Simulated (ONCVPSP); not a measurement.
How hard is this iron (Fe) ONCV potential?

```
Element                 : Fe
Generator               : ONCVPSP 4.0.1
Type                    : optimised norm-conserving Vanderbilt (ONCV)
Functional              : PBE
Relativity              : scalar-relativistic
Frozen core             : [Ne]
Valence charge          : 16
Reference configuration : 3s2 3p6 3d6 4s2
Partial waves           : 3s+4s: rc 1.20 bohr, ncon 4, nbas 7, qcut 11.4 1/bohr, 2 projectors; 3p: rc 1.00 bohr, ncon 4, nbas 7, qcut 10.9 1/bohr, 1 projector; 3d: rc 1.80 bohr, ncon 4, nbas 9, qcut 10.1 1/bohr, 2 projectors, debl 3 Ha
Local potential         : polynomial inside 1.00 bohr (lpopt 1, dvloc0 2 Ha)
Core correction         : none
```

Question: For each optimised wave give the share of its norm inside rc, the residual kinetic energy above qcut (Ha) and the cutoffs (Ha) for errors of 10, 1, 0.1 and 0.01 mHa per electron.

Answer:

```csv
wave,norm inside rc,residual KE,10 mHa,1 mHa,0.1 mHa,0.01 mHa
3s,0.895,3.5e-07,32.4,42.4,50.0,56.4
4s,0.031,1.3e-07,20.8,35.1,45.4,53.5
3p,0.709,3.3e-05,24.8,31.0,50.1,122.9
3d,0.861,1.6e-07,29.6,35.5,40.3,44.1
d projector 2,0.244,1.7e-06,32.8,39.4,44.2,48.0
```

The occupied waves need 42 Ha and 50 Ha for 1 and 0.1 mHa.
